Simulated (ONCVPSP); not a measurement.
## Before and after: ONCV potential for lead (Pb)

lead, optimised norm-conserving Vanderbilt (ONCV), made with ONCVPSP 4.0.1 (PBEsol, fully relativistic). Core [Kr] 4d10 4f14, reference 5s2 5p6 5d10 6s2 6p2. Waves: 5s+6s: rc 1.50 bohr, ncon 4, nbas 8, qcut 7.9 1/bohr, 2 projectors; 5p+6p: rc 1.50 bohr, ncon 4, nbas 8, qcut 10.5 1/bohr, 2 projectors; 5d: rc 1.40 bohr, ncon 3, nbas 6, qcut 6.2 1/bohr, 2 projectors, debl 2.6 Ha. Local part: polynomial inside 1.10 bohr (lpopt 5, dvloc0 0 Ha). Core correction: polynomial model core, fcfact 0.2.

Open shells are filled in proportion to 2j + 1.

Change: p: rc 1.66.

Cutoffs: the cutoffs (Ha) at which the residual kinetic energy of the hardest occupied pseudo-wave falls to 1 and 0.1 mHa per electron; they do not see the model core or the augmentation charge, which bear on the density cutoff. Errors are all-electron minus pseudo energies relative to the spin-unpolarised reference configuration.

Question: How do hardness, ghosts and transferability respond?

Answer: The potential gets neither clearly harder nor softer (52 Ha and 75 Ha → 52 Ha and 75 Ha); the d channel sets the loose cutoff, while the largest relative change is in p, which becomes softer; of the 3 tests that both files solve, the error grows in 1 and shrinks in 1 by more than 15 % and 0.3 meV (median size 0.6 → 0.2 meV); neither file shows a bound ghost.

| quantity | base | changed |
| --- | --- | --- |
| cutoff, loose | 52 Ha | 52 Ha |
| cutoff, tight | 75 Ha | 75 Ha |
| loose cutoff by channel | s 25 Ha, p 34 Ha, d 52 Ha | s 25 Ha, p 27 Ha, d 52 Ha |
| bound ghosts | none | none |
| GHOST(+) flags under 300 eV | s at 164.7 eV | s at 164.7 eV |
| tests with a reliable result | 3 of 4 | 3 of 4 |
| error for 5s2 5p6 5d10 6s2 6p1, meV [ΔE 6.72 eV] | +0.3 | +0.2 |
| error for 5s2 5p6 5d10 6s2 6p0, meV [ΔE 20.33 eV] | +0.6 | +0.2 |
| error for 5s2 5p6 5d10 6s1 6p0, meV [ΔE 52.81 eV] | -5.7 | -6.6 |
| s: phases at 1.53 bohr within 0.05 rad from the reference energy up to (Ha; the scan ends near 5) | to the end of the scan | to the end of the scan |
| d5/2: phases at 1.42 bohr within 0.05 rad from the reference energy up to (Ha; the scan ends near 5) | to the end of the scan | to the end of the scan |
| d3/2: phases at 1.42 bohr within 0.05 rad from the reference energy up to (Ha; the scan ends near 5) | to the end of the scan | to the end of the scan |
| rms error of d²Exc/dni dnj with the model core, mHa | 2.10 | 2.15 |
